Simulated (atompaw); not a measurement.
# tungsten (W): PAW (atompaw) pseudisation with PBE, scalar-relativistic reference atom.

- Element: W
- Generator: atompaw 4.2.0.5
- Type: PAW
- Functional: PBE
- Relativity: scalar-relativistic
- Frozen core: [Xe] 4f14
- Valence charge: 6
- Reference configuration: 5d4 6s2 6p0
- Partial waves: 6s (bound): rc 2.85 bohr; 6s channel at 2.85 Ry: rc 2.85 bohr; 6p (bound, empty): rc 3.00 bohr; 6p channel at 5.2 Ry: rc 3.00 bohr; 5d (bound): rc 3.00 bohr; 5d channel at 0.05 Ry: rc 1.65 bohr
- Local potential: troulliermartins scheme with l = 3 at 0 Ry, radius 2.40 bohr
- Core correction: smooth core density matched at 1.95 bohr
- Augmentation charge: besselshape compensation charge, radius 2.30 bohr; PAW radius 3.00 bohr; waves and projectors: custom polynom2 7 10 vanderbiltortho

Problem. Does this generation succeed?

Solution. No. atompaw 4.2.0.5 stopped with "atompaw: The overlap operator has at least one negative eigenvalue!": the overlap operator built from these waves and projectors is not positive definite.
